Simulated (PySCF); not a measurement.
Species: CH₈BN₃.
Numbering: `[CH3:1][NH:2][B:3]([NH2:4])[NH2:5]` (hydrogens: H6, H7, H8 on C1; H9 on N2; H10, H11 on N4; H12, H13 on N5)

All values: B3LYP/def2-SVPD (PySCF, non-relativistic), on one gas-phase PBE0-D3(BJ)/def2-SVP geometry that isn't relaxed in the solvent. The solvent is an IEF-PCM continuum (cavity from Bondi-type radii × 1.2). Specific hydrogen bonds and non-electrostatic terms are outside this model.

Gas phase at B3LYP/def2-SVPD: HOMO -5.99 eV, LUMO 0.03 eV, dipole 0.31 D.

Problem. What does the continuum do to the energy, the frontier levels and the dipole at B3LYP/def2-SVPD in benzene and chloroform?

Solution. 
```tsv
solvent	ε	E(solvent) − E(gas) (kJ/mol)	polarisation term (kJ/mol)	distortion of the solute (kJ/mol)	HOMO (eV)	LUMO (eV)	dipole (D)
benzene	2.271	-10.99	-11.43	0.44	-5.98	0.09	0.34
chloroform	4.711	-17.90	-19.10	1.20	-6.00	0.10	0.37
```

The first energy column is the sum of the next two and covers electrostatics alone. From benzene to chloroform the lowering changes by a factor 1.63, Onsager's factor (ε − 1)/(2ε + 1) by 1.55 and ε itself by 2.1.

Problem. How does the static polarisability (B3LYP/def2-SVPD, frozen core, with the continuum's full static response) change?

Solution. 
```
    medium  isotropic (au)  principal values (au)  ⟨r²⟩ of the electrons (bohr²)
       gas            54.7       43.8, 55.8, 64.5                          501.7
   benzene            61.6       49.9, 63.2, 71.8                          501.3
chloroform            66.4       54.8, 68.1, 76.1                          501.0
```

The isotropic value in chloroform is 1.21 times the gas-phase one; no cavity-field correction is applied. ⟨r²⟩ is taken about the centre of nuclear charge.

Shape of the structure used: `[CH3:1][NH:2][B:3]([NH2:4])[NH2:5]`: C1–N2–B3–N4 176°, H–N4–B3–N2 179°, H–N4–B3–N2 -18°, H–N5–B3–N2 -21°, H–N5–B3–N2 178°.
